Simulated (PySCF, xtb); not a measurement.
CH3O3S, SMILES CS(=O)(=O)[O-], charge -1.

Harmonic wavenumbers (cm⁻¹) from GFN2-xTB run with xtb 6.7.1 at its own minimum, in rising order: 118, 280, 280, 474, 474, 491, 667, 797, 797, 982, 1154, 1154, 1216, 1459, 1459, 3057, 3080, 3081.

Problem. What does PySCF 2.14.0 with PBE-D3(BJ)/def2-SVPD give at its own minimum? (An estimate is asked for; the answer gives what the named calculation found.)

Solution. 189, 290, 290, 454, 454, 486, 676, 886, 886, 943, 1124, 1124, 1199, 1369, 1369, 2971, 3090, 3090. Paired by order, the mean absolute difference is 40 cm⁻¹ and the zero-point energies are 30.0 and 29.9 kcal/mol.
